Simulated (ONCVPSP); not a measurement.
**Transferability test, ONCV potential for indium (In)**

In (Z = 49), optimised norm-conserving Vanderbilt (ONCV), made with ONCVPSP 4.0.1 (PBE, scalar-relativistic). Core [Ar] 3d10, reference 4s2 4p6 4d10 5s2 5p1. Waves: 4s+5s: rc 1.25 bohr, ncon 3, nbas 7, qcut 10.3 1/bohr, 2 projectors; 4p+5p: rc 1.55 bohr, ncon 4, nbas 8, qcut 8.8 1/bohr, 2 projectors; 4d: rc 1.15 bohr, ncon 4, nbas 9, qcut 11.7 1/bohr, 2 projectors, debl 1.3 Ha. Local part: polynomial inside 1.00 bohr (lpopt 5, dvloc0 0 Ha). Core correction: Teter function, fcfact 6, rcfact 1.5.

Energies are relative to the spin-unpolarised reference configuration 4s2 4p6 4d10 5s2 5p1; without spin polarisation the order of configurations can differ from experiment. Not all tests gave a result: 1 of 4 tests not solved or not reliable.

```tsv
valence configuration	charge	ΔE all-electron (eV)	error AE − PS (meV)
4s2 4p6 4d10 5s2 5p0	+1	5.363	-1.1
4s2 4p6 4d10 5s1 5p0	+2	24.599	-4.6
4s2 4p6 4d10 5s1 5p1	+1	11.957	-1.7
```
